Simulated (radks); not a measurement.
Values are calculated unless marked as measured or tabulated.
Task: These are the eigenvalues of the occupied orbitals of an atom or ion with whole-number occupations (eV). Level of theory: scalar-relativistic Kohn-Sham, r2SCAN, spin-polarised, spherical densities, finite nucleus; meta-GGA in the generalised Kohn-Sham scheme; Fermi nuclear charge, rms radius of each element as measured or else 0.836 A^(1/3) + 0.57 fm (a radial shooting solver on a logarithmic mesh with Libxc functionals).

| orbital | eigenvalue |
|---|---|
| 1s up | -76397.09 |
| 1s down | -76395.87 |
| 2s up | -15311.32 |
| 2s down | -15310.61 |
| 2p up | -13648.26 |
| 2p down | -13647.49 |
| 3s up | -5298.418 |
| 3s down | -5297.019 |
| 3p up | -4804.262 |
| 3p down | -4802.647 |
| 3d up | -4272.432 |
| 3d down | -4270.750 |
| 4s up | -2600.884 |

Which element is it, and in what charge state? The configuration may be excited. Open shells, if any, are filled with parallel spins first.

Result: Z = 76, osmium, charge +47: Os47+ in [Ar] 3d10 4s1. The list shows which subshells hold electrons but not how many an open one holds; the 1s level, -2807.5 hartree, gives Z - s = 74.9 by -(Z - s)^2/2, which with screening and relativity narrows Z to a few neighbours, and the depths of the outer levels then fix element, charge and occupations together.
